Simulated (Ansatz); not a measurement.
This geometry of CH$_{5}$LiMgSi (9 atoms, charge 0, multiplicity 1) is a first-order saddle point.

The calculation used Ansatz 0.2.0, RKS BLYP/def2-SVP.

```xyz
9
Properties=species:S:1:pos:R:3
Li 2.019 -2.724 -3.302
Mg 1.212 -0.848 -1.428
C 0.589 0.613 0.031
Si -1.048 0.257 0.896
H 1.393 0.705 0.796
H 0.529 1.604 -0.473
H -2.088 1.326 0.661
H -1.701 -1.029 0.430
H -0.905 0.094 2.389
```

Which two structures does it join? (They come from a converged band through this point; their orientation in space is the band's.)

No bond is made or broken. The dihedral Mg2–C3–Si4–H7 goes from -59 to -180°. The two ends are copies of one structure, up to a mirror image or an exchange of like atoms.

Initial state:

```xyz
9
Properties=species:S:1:pos:R:3
Li 1.754 -2.310 -3.756
Mg 1.113 -0.753 -1.555
C 0.658 0.482 0.157
Si -1.035 0.255 0.930
H 1.441 0.289 0.927
H 0.779 1.545 -0.156
H -2.132 0.530 -0.071
H -1.235 -1.167 1.397
H -1.343 1.128 2.127
```

Final state:

```xyz
9
Properties=species:S:1:pos:R:3
Li 2.213 -2.801 -3.124
Mg 1.220 -0.864 -1.409
C 0.477 0.676 -0.089
Si -1.016 0.235 0.954
H 1.316 0.977 0.580
H 0.238 1.566 -0.716
H -1.533 1.323 1.870
H -2.188 -0.163 0.088
H -0.727 -0.949 1.846
```

How far does it lie above each of them?

0.062 eV above the first and 0.062 eV above the second. This is the barrier of this one path; another mechanism may lie lower.

The run took 2.9 min on 1 thread of Intel(R) Xeon(R) Platinum 8259CL CPU @ 2.50GHz (Skylake/Cascade Lake), on a shared host, peak memory 0.14 GiB.
